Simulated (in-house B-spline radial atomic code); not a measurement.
Kr⁷⁺. Computed with a B-spline radial atomic code. Model: all-electron spherical atom, spin shells full or empty, radial basis limit, no spin-orbit coupling: exact exchange with a local potential (Slater, KLI or optimised effective potential, whose far tail is KLI's), no correlation.

Empty minority-spin level lies below the highest occupied level: each spin potential is zero at infinity, spin occupations fixed.

Exchange potential has not reached -1/r at the last radius.

The run also made RPA and GW results, which its time includes.

The Slater potential averages the orbital exchange potentials with the orbital densities as weights, KLI adds orbital constants, and the optimised effective potential minimises the exact-exchange energy among local potentials. So their energies lie above Hartree-Fock in the order OEP, KLI, Slater. All fall off as −1/r, unlike LDA and GGA exchange.

Command:
```bash
python run_gw.py task.json out
```
Settings (nuclear radius in fm, other lengths in bohr, energies in hartree):
```
Z                      36
electrons              29
configuration          [Ar] 3d10 4s1
hamiltonian            x2c
method                 kli
lmax                   9
rms_radius             4.1884
spin_polarised         True
box_radius             8.41
intervals              98
ion_configuration      [Ar] 3d10
```

Run time, properties included: 5.2 s on 1 thread of AMD EPYC 9R45 (Zen 5), on a shared host.

Given: hamiltonian one-electron scalar X2C; mean-field start exchange-only KLI.

Computed: energy above Hartree-Fock 10.687 millihartree.

| radius (bohr) | r times exchange potential up (hartree bohr) | r times exchange potential down (hartree bohr) |
| --- | --- | --- |
| 0.00139 | -0.042389 | -0.04291 |
| 0.00171 | -0.052062 | -0.052702 |
| 0.0021 | ? | ? |
| 0.00258 | -0.078095 | -0.079063 |
| 0.00318 | -0.095792 | -0.096986 |
| 0.00391 | -0.11697 | -0.11844 |
| 0.0048 | -0.14223 | -0.14404 |
| 0.00591 | -0.17277 | -0.17501 |
| 0.00726 | -0.20831 | -0.21107 |
| 0.00893 | -0.24968 | -0.25309 |
| 0.011 | -0.29675 | -0.30098 |
| 0.0135 | -0.34723 | -0.35248 |
| 0.0166 | -0.40025 | -0.40678 |
| 0.0204 | -0.45149 | -0.45965 |
| 0.0251 | -0.49597 | -0.50621 |
| 0.0309 | -0.52678 | -0.53969 |
| 0.038 | -0.53806 | -0.55439 |
| 0.0467 | -0.53179 | -0.55247 |
| 0.0575 | -0.53057 | -0.55649 |
| 0.0706 | -0.57612 | -0.60767 |
| 0.0869 | -0.68197 | -0.71992 |
| 0.107 | -0.80808 | -0.8542 |
| 0.131 | -0.90476 | -0.96157 |
| 0.162 | -0.94207 | -1.0141 |
| 0.199 | -0.90195 | -0.99374 |
| 0.244 | -0.85029 | -0.9652 |
| 0.3 | -0.94611 | -1.0839 |
| 0.369 | -1.1659 | -1.3334 |
| 0.454 | -1.3453 | -1.5561 |
| 0.559 | -1.3981 | -1.6663 |
| 0.687 | -1.3019 | -1.6392 |
| 0.845 | -1.0976 | -1.5084 |
| 1.04 | -0.91118 | -1.3413 |
| 1.28 | -0.88567 | -1.1983 |
| 1.57 | -0.94262 | -1.1061 |
| 1.93 | ? | ? |
| 2.38 | -0.99543 | -1.0322 |

What belongs in the row 0.0021?

r times exchange potential up (hartree bohr): -0.063782; r times exchange potential down (hartree bohr): -0.064569.

What belongs in the row 1.93?

r times exchange potential up (hartree bohr): -0.98148; r times exchange potential down (hartree bohr): -1.0563.

```csv
occupied,level (hartree),Hartree-Fock level (hartree)
1s up,-524.03,-533.7
1s down,-524.45,-533.68
2s up,-72.886,-76.287
2s down,-73.335,-76.265
2p up,-64.977,-67.757
2p down,-65.423,-67.748
3s up,-14.152,-15.369
3s down,-14.621,-15.321
3p up,-11.617,-12.541
3p down,-12.084,-12.521
3d up,?,?
3d down,?,?
4s up,-4.5867,-4.5867
```

What belongs in the row 3d up?

level (hartree): -7.4066; Hartree-Fock level (hartree): -7.8871.

What belongs in the row 3d down?

level (hartree): -7.8691; Hartree-Fock level (hartree): -7.8746.

| empty | level (hartree) |
| --- | --- |
| 4s down | -4.8343 |
| 4p down | -4.1223 |
| 4p up | -3.9119 |
| 4d down | -3.0415 |
| 4d up | -2.8963 |
| 5s down | -2.4566 |
| 5s up | ? |
| 5p down | ? |
| 4f down | -2.1324 |
| 5p up | -2.1203 |

What belongs in the row 5s up?

level (hartree): -2.3887.

What belongs in the row 5p down?

level (hartree): -2.1827.

The highest level, 4s up, differs from Hartree-Fock by -0.0021 eV and the deepest, 1s down, by +251 eV: a local potential can match the highest level but can't give each shell its own exchange.
